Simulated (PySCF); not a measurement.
B(Cl)2(SeH) (BCl2HSe), SMILES ClB(Cl)[SeH]. Atoms are numbered in the order given.

```xyz
5

B     -0.0048     0.5141     0.0000
Cl     1.5472     1.3426     0.0000
Cl    -1.4931     1.4498     0.0000
Se     0.0163    -1.4254     0.0000
H     -1.4511    -1.5768     0.0000
```

Geometry optimised at B3LYP-D3(BJ)/def2-SVP. One conformer was computed; it need not be the lowest.

All values below come from PBE0/pcSseg-1 in PySCF.

GIAO shieldings, no solvent; atoms listed in one row are averaged. δ = σ(ref) − σ: ¹¹B against BF3 (σ = 88.8 ppm); ³⁵Cl against HCl (σ = 945.9 ppm); ⁷⁷Se against Me2Se (σ = 1740.1 ppm); ¹H against TMS (σ = 31.56 ppm), references at their B3LYP-D3(BJ)/def2-TZVP geometries, non-relativistic (without spin–orbit terms, shifts of atoms bonded to Cl or Br come out too high).

**Question.** Estimate the chemical shifts. (The exact figures need the calculation; the answer reports its results.)

**Answer.** 
```
nucleus  atoms  count  δ (ppm)
-------  -----  -----  -------
¹¹B         B1      1     51.4
³⁵Cl       Cl3      1    299.9
³⁵Cl       Cl2      1    269.6
⁷⁷Se       Se4      1     92.3
¹H          H5      1     3.74
```
